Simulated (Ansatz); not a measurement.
**A ladder of methods for SbHCl (SMILES [Cl][SbH])**

SbHCl has 3 atoms, charge 0, and is taken as a doublet. As SMILES, `[Cl][SbH]`. The shape is that of a PBE0-D4/def2-TZVP optimisation.

```xyz
3

Cl    1.4336    0.3559    0.8150
Sb   -0.6275    0.6308   -0.2723
H    -0.8170   -1.0515   -0.5560
```

Each level gives the energy change with the Sb2–H3 bond stretched from 1.717 to 2.575 Å (eV). The values are calculated.

```
          level                   kind  program  value (eV)  less FCI/STO-3G
     UHF/STO-3G           Hartree–Fock   Ansatz        2.36             0.00
  USVWN5/STO-3G                    LDA   Ansatz        2.74            +0.38
U-r2SCAN/STO-3G               meta-GGA   Ansatz        2.71            +0.35
  UBHLYP/STO-3G          global hybrid   Ansatz        2.89            +0.53
   UPBE0/STO-3G          global hybrid   Ansatz        2.83            +0.47
 RPA@PBE/STO-3G                    RPA   Ansatz        2.60            +0.24
UCCSD(T)/STO-3G  coupled cluster or CI   Ansatz        2.38            +0.02
   UCCSD/STO-3G  coupled cluster or CI   Ansatz        2.39            +0.03
     FCI/STO-3G     exact in the basis   Ansatz        2.36             0.00
```

FCI/STO-3G is exact within its basis and frozen core, so for wave-function methods in that basis the difference is their error; functionals converge differently with the basis, so for them it is only a difference. All-electron rows without a relativistic Hamiltonian named are non-relativistic. The first shape isn't each level's own minimum. The values span 2.36 to 2.89 eV. Spin contamination of the reference (⟨S²⟩ at least 0.1 too high) touches UHF/STO-3G, U-r2SCAN/STO-3G, UBHLYP/STO-3G, UPBE0/STO-3G, UCCSD(T)/STO-3G, UCCSD/STO-3G. All rows use very small basis sets, so even the best lies far from the true value. In the correlated wave-function rows the outer d shell of Sb is correlated, in sets not made for it.
